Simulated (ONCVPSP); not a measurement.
**Potentials for N compared**

Generated with ld1.x 7.5 (TM, RRKJ, ultrasoft, PAW), atompaw 4.2 or ONCVPSP 4.0.1. The cutoff is in Ry: for ld1.x and atompaw files where the sum of valence levels is converged to 10 mRy in a Bessel basis, for ONCV files where the hardest occupied wave has 1 mHa per electron of residual kinetic energy. The error is the largest all-electron minus pseudo excitation energy over each file’s own four to seven test configurations (ionisations up to +4, promotions, holes and added fractions of an electron), all of which were solved. The labels leave out finer settings (local radius, basis sizes, second energies), which also bear on the numbers. Spin-polarised tests are not counted. The rows are a selection from randomly drawn settings: files with unsolved tests, undetermined cutoffs or missed reference levels are left out.

A true bound ghost makes a file unfit for plane-wave use even where its test errors are small: the radial tests pick states by their node count and pass the ghost by.

| potential | cutoff (Ry) | largest error (meV) | bound ghosts |
| --- | --- | --- | --- |
| ONCV, PBE, scalar-relativistic, rc 0.75/2.05/1.75 (spd), local smoothed, core correction yes, reference 2s2 2p3, qcut 8.9/8.1/6.2, projectors 2/2/2 | 59 | +1448 | none |
| ONCV, PBEsol, scalar-relativistic, rc 0.85/1.65/1.55 (spd), local smoothed, core correction yes, reference 2s1.5 2p3.5, qcut 6.8/9.9/6.2, projectors 1/2/2 | 94 | +179 | none |
| ONCV, LDA (Perdew-Wang 92), fully relativistic, rc 0.85/1.95 (sp), local smoothed, core correction yes, reference 2s2 2p2.5, qcut 9.3/7.7, projectors 2/2 | 63 | +1208 | none |
| ONCV, LDA (Perdew-Zunger), scalar-relativistic, rc 0.90/1.60 (sp), local smoothed, core correction yes, reference 2s2 2p3, qcut 5.6/10.5, projectors 2/3 | 211 | +487 | none |
| ONCV, PBE, scalar-relativistic, rc 1.05/1.70/1.65 (spd), local s, core correction yes, reference 2s2 2p1.5, qcut 7.3/9.6/5.8, projectors 0/2/1 | 53 | +72 | none |
| ONCV, PBE, scalar-relativistic, rc 1.05/1.75 (sp), local smoothed, core correction yes, reference 2s2 2p3, qcut 6.6/7.1, projectors 2/2 | 75 | +1029 | none |
| ONCV, PBE, non-relativistic, rc 0.75/1.75 (sp), local s, core correction yes, reference 2s2 2p3, qcut 7.6/7.7, projectors 0/1 | 58 | +977 | none |
| ONCV, LDA (Perdew-Wang 92), scalar-relativistic, rc 0.70/1.60/1.45 (spd), local smoothed, core correction no, reference 2s2 2p3, qcut 9.2/10.5/7.5, projectors 2/2/2 | 92 | +664 | s |

(1) Fill in the row for N: ONCV, PBE, non-relativistic, rc 0.70/1.35 (sp), local s, core correction yes, reference 2s2 2p3, qcut 9.7/8.7, projectors 0/2.

Results:

(1) cutoff 60 Ry, largest error +514 meV, bound ghosts: none.
